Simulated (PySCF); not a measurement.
tert-butanol (C4H10O), singlet, at a GFN2-xTB geometry, with bond 7-1 at 1.4 times its length; PySCF with CASSCF(4,5)/STO-3G.

PySCF was given this input:
```python
from pyscf import gto, scf, mcscf
import numpy

mol = gto.Mole()
mol.atom = '''
    C    -0.07779317   -1.37563251   -0.64211986
    C    -0.00868010    0.00183704    0.02847982
    C    -0.51968910    1.07985272   -0.93518759
    C     1.42399412    0.31134538    0.46148646
    O    -0.78577437    0.00390224    1.21750829
    H     0.56736787   -1.40496201   -1.51572691
    H     0.37095216   -2.45119402    0.33746966
    H    -1.09684847   -1.59748936   -0.95643204
    H    -0.51190824    2.04946242   -0.44289927
    H     0.11131488    1.12918985   -1.81818369
    H    -1.53907142    0.85981306   -1.24971666
    H     2.08675530    0.32795690   -0.39866324
    H     1.76498113   -0.44466071    1.16326041
    H     1.45509225    1.27730030    0.95774046
    H    -1.70121803   -0.18835347    0.98701467
'''
mol.basis = 'sto-3g'
mol.verbose = 4
mol.build()

mf = scf.RHF(mol)
mf.kernel()
mc = mcscf.CASSCF(mf, 5, 4)
mc.fix_spin_(ss=0.0)
mc.kernel()
occ = numpy.linalg.eigvalsh(mc.fcisolver.make_rdm1(mc.ci, mc.ncas, mc.nelecas))[::-1]
ss = mc.fcisolver.spin_square(mc.ci, mc.ncas, mc.nelecas)[0]
print('natural occupations', occ.round(4), ' <S^2>', round(ss, 4))
```

What the program printed (banner, timings and long lists left out):

```
PySCF version 2.14.0

[INPUT] verbose = 4
[INPUT] num. atoms = 15
[INPUT] num. electrons = 42
[INPUT] charge = 0
[INPUT] spin (= nelec alpha-beta = 2S) = 0
[INPUT] symmetry False subgroup None
[INPUT] Mole.unit = angstrom
[INPUT] Symbol           X                Y                Z      unit          X                Y                Z       unit  Magmom
[...]
nuclear repulsion = 198.413678278314
number of shells = 25
number of NR pGTOs = 105
number of NR cGTOs = 35
basis = sto-3g
ecp = {}

******** <class 'pyscf.scf.hf.RHF'> ********
method = RHF
initial guess = minao
damping factor = 0
level_shift factor = 0
DIIS = <class 'pyscf.scf.diis.CDIIS'>
diis_start_cycle = 1
diis_space = 8
diis_damp = 0
SCF conv_tol = 1e-09
SCF conv_tol_grad = None
SCF max_cycles = 50
direct_scf = True
direct_scf_tol = 1e-13
Set gradient conv threshold to 3.16228e-05
Initial guess from minao.
init E= -229.753007469365
[...]
cycle= 1 E= -229.123952488772  delta_E= 0.629  |g|= 0.463  |ddm|= 4.34
[...]
cycle= 2 E= -229.201925548835  delta_E= -0.078  |g|= 0.119  |ddm|= 0.769
[...]
cycle= 3 E= -229.206430813392  delta_E= -0.00451  |g|= 0.0257  |ddm|= 0.176
[...]
cycle= 4 E= -229.206752244108  delta_E= -0.000321  |g|= 0.00413  |ddm|= 0.0552
[...]
cycle= 5 E= -229.206759910439  delta_E= -7.67e-06  |g|= 0.000813  |ddm|= 0.00806
[...]
cycle= 6 E= -229.206760282776  delta_E= -3.72e-07  |g|= 0.000225  |ddm|= 0.00171
[...]
cycle= 7 E= -229.20676031107  delta_E= -2.83e-08  |g|= 4.12e-05  |ddm|= 0.00049
[...]
cycle= 8 E= -229.206760312195  delta_E= -1.12e-09  |g|= 6.3e-06  |ddm|= 0.000104
[...]
cycle= 9 E= -229.206760312219  delta_E= -2.38e-11  |g|= 1.62e-06  |ddm|= 1.44e-05
[...]
Extra cycle  E= -229.20676031222  delta_E= -7.39e-13  |g|= 6.85e-07  |ddm|= 3.13e-06
converged SCF energy = -229.20676031222

******** <class 'pyscf.mcscf.mc1step.CASSCF'> ********
CAS (2e+2e, 5o), ncore = 19, nvir = 11
max_cycle_macro = 50
max_cycle_micro = 4
conv_tol = 1e-07
conv_tol_grad = None
orbital rotation max_stepsize = 0.02
orbital rotation threshold for CI restart = 0.01
augmented hessian ah_max_cycle = 30
augmented hessian ah_conv_tol = 1e-12
augmented hessian ah_linear dependence = 1e-14
augmented hessian ah_level shift = 1e-08
augmented hessian ah_start_tol = 2.5
augmented hessian ah_start_cycle = 3
augmented hessian ah_grad_trust_region = 3
kf_trust_region = 3
kf_interval = 4
ci_response_space = 4
ci_grad_trust_region = 3
with_dep4 0
natorb = False
canonicalization = True
sorting_mo_energy = False
[...]
CASCI E = -229.211700051557  S^2 = 0.0000000
[...]
macro iter  40 ( 21 JK    4 micro), CASSCF E = -229.255218314066  dE = -9.69925060e-06  S^2 = 0.0000000
               |grad[o]|=0.0113  |grad[c]|=0.0282  |ddm|=0.00833  |maxRot[o]|=0.00243
macro iter  41 ( 21 JK    4 micro), CASSCF E = -229.255227340154  dE = -9.02608798e-06  S^2 = 0.0000000
               |grad[o]|=0.0113  |grad[c]|=0.0282  |ddm|=0.0083  |maxRot[o]|=0.00231
macro iter  42 ( 21 JK    4 micro), CASSCF E = -229.255235755277  dE = -8.41512352e-06  S^2 = 0.0000000
               |grad[o]|=0.0113  |grad[c]|=0.0281  |ddm|=0.00826  |maxRot[o]|=0.0022
macro iter  43 ( 21 JK    4 micro), CASSCF E = -229.255243614576  dE = -7.85929885e-06  S^2 = 0.0000000
               |grad[o]|=0.0113  |grad[c]|=0.0281  |ddm|=0.00823  |maxRot[o]|=0.00209
macro iter  44 ( 21 JK    4 micro), CASSCF E = -229.255250966957  dE = -7.35238098e-06  S^2 = 0.0000000
               |grad[o]|=0.0113  |grad[c]|=0.0281  |ddm|=0.00821  |maxRot[o]|=0.00198
macro iter  45 ( 21 JK    4 micro), CASSCF E = -229.255257855853  dE = -6.88889574e-06  S^2 = 0.0000000
               |grad[o]|=0.0113  |grad[c]|=0.0281  |ddm|=0.00818  |maxRot[o]|=0.00188
macro iter  46 ( 21 JK    4 micro), CASSCF E = -229.255264319886  dE = -6.46403339e-06  S^2 = 0.0000000
               |grad[o]|=0.0113  |grad[c]|=0.028  |ddm|=0.00816  |maxRot[o]|=0.00179
macro iter  47 ( 21 JK    4 micro), CASSCF E = -229.255270393471  dE = -6.07358473e-06  S^2 = 0.0000000
               |grad[o]|=0.0113  |grad[c]|=0.028  |ddm|=0.00813  |maxRot[o]|=0.0017
macro iter  48 ( 21 JK    4 micro), CASSCF E = -229.255276107340  dE = -5.71386920e-06  S^2 = 0.0000000
               |grad[o]|=0.0113  |grad[c]|=0.028  |ddm|=0.00811  |maxRot[o]|=0.00162
macro iter  49 ( 21 JK    4 micro), CASSCF E = -229.255281489003  dE = -5.38166276e-06  S^2 = 0.0000000
               |grad[o]|=0.0113  |grad[c]|=0.028  |ddm|=0.00809  |maxRot[o]|=0.00155
macro iter  50 ( 21 JK    4 micro), CASSCF E = -229.255286563156  dE = -5.07415322e-06  S^2 = 0.0000000
               |grad[o]|=0.0113  |grad[c]|=0.0279  |ddm|=0.00808  |maxRot[o]|=0.00147
1-step CASSCF not converged,  50 macro (1050 JK 200 micro) steps
CASSCF canonicalization
Density matrix diagonal elements [1.93288239 1.97436407 0.08227006 0.00265789 0.00782559]
CASSCF energy = -229.255286563156
CASCI E = -229.255286563156  E(CI) = -4.14282303593222  S^2 = 0.0000000
natural occupations [1.9910e+00 1.9162e+00 8.3500e-02 8.6000e-03 6.0000e-04]  <S^2> 0.0
```

Convergence was not reached.
